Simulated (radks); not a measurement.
Values are calculated unless marked as measured or tabulated.
All-electron atom: O4+ in [He] 2s2. Code: a radial shooting solver on a logarithmic mesh with Libxc functionals. Model: scalar-relativistic Kohn-Sham, HCTH/407, spin-polarised, spherical densities, point nucleus. Some entries of the table are withheld. Estimate them.

orbital,occ.,eigenvalue (eV),<r^2> (bohr^2)
1s,2,(1),(2)
2s,2,(3),(4)
2p,0,(5),(6)

Answer. 
(1) 1s eigenvalue (eV): -620.7507
(2) 1s <r^2> (bohr^2): 0.05296
(3) 2s eigenvalue (eV): -103.0592
(4) 2s <r^2> (bohr^2): 1.017
(5) 2p eigenvalue (eV): -89.0070
(6) 2p <r^2> (bohr^2): 0.8982
